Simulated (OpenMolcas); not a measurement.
## Levels of Ni VI by method

```yaml
Program: OpenMolcas 26.06
Basis: ANO-L-VDZP [5s4p2d1f]
Scalar_Hamiltonian: non-relativistic, point nucleus
Active_space: 5 electrons in 5 orbitals (3d)
State_averaging: 2S+1 = 6 even, 1 root; 2S+1 = 4 even, 24 roots; 2S+1 = 2 even, 75 roots (36 in the spin-orbit step)
Spin-orbit_coupling: state interaction with AMFI integrals over the reference wave functions, term energies averaged over their components
```

Methods on the same reference wave functions:
A. CASSCF
B. SS-CASPT2, IPEA 0.25 Eh, imaginary shift 0.1 Eh (closed shells correlated: 3s 3p)

Energies in eV above 3d⁵ ⁶S_5/2, the measured ground level; measured values from Corliss and Sugar, J. Phys. Chem. Ref. Data 10, 197 (1981).

| Level | A | B | Measured |
| --- | --- | --- | --- |
| 3d⁵ ⁶S_5/2 | 0.0000 | 0.0000 | 0.0000 |
| 3d⁵ ⁴G_5/2 | 5.6318 | 5.449 |  |
| 3d⁵ ⁴G_7/2 | 5.6410 | 5.460 |  |
| 3d⁵ ⁴G_11/2 | 5.6430 | 5.463 | 5.1975 |
| 3d⁵ ⁴G_9/2 | 5.6464 | 5.466 |  |
| 3d⁵ ⁴P_5/2 | 6.4620 | 5.893 | 5.6889 |
| 3d⁵ ⁴P_3/2 | 6.4853 | 5.915 | 5.7162 |
| 3d⁵ ⁴P_1/2 | 6.5187 | 5.944 | 5.7435 |
| 3d⁵ ⁴D_7/2 | 7.0059 | 6.527 | 6.2402 |
| 3d⁵ ⁴D_1/2 | 7.0348 | 6.555 |  |
| 3d⁵ ⁴D_3/2 | 7.0599 | 6.576 |  |
| 3d⁵ ⁴D_5/2 | 7.0662 | 6.580 |  |
| 3d⁵ ²I_11/2 | 8.0314 | 7.965 | 7.5873 |
| 3d⁵ ²I_13/2 | 8.0526 | 7.990 | 7.5977 |

Deviations, from unrounded energies. A percentage is the sum of absolute deviations over the sum of measured energies, with the sign that they share, or ± where signs differ.

| Against measurement | Levels | A | B |
| --- | --- | --- | --- |
| mean absolute deviation (cm-1) | 7 | 5100 | 2200 |
| other terms of the ground configuration (%) | 7 | +10.1 | +4.4 |

B lies closest to measurement on these levels. The largest miss of B in the table is 3d⁵ ²I_13/2, by +3200 cm-1. The ranking rests on the paired levels alone, and a cruder setting can come out closer through cancelling errors.

From A to B the spin-free energies of the other terms of 3d⁵ shown, above ⁶S, scale by factors of 0.91 to 0.99.

The lowest spin-free term lies below A's lowest term by 0.171 hartree in B.

CASPT2 does not keep the components of a term degenerate, so their means are used; among the terms shown or strongly mixed into the levels shown the widest spread is 68 cm-1 (3d⁵ ²I, B). Some high roots are left out of the spin-orbit mixing, which shifts the levels that they would mix with. The basis is small and was not contracted for so high a charge. Without dynamic correlation excited terms often stand tens of per cent too high (terms of higher spin than the ground term too low), and those without a measured partner can miss by more than the paired ones (holds for A). Measured partners are found by configuration, term and J. A level has none where our copy of the source lacks it or the pairing is in doubt (some pairs that miss far off the trend of their configuration count as doubtful), and it then counts in no deviation. Levels of configurations outside the active space are missing. Levels that lie high or do not pair safely by name in every column are left out.
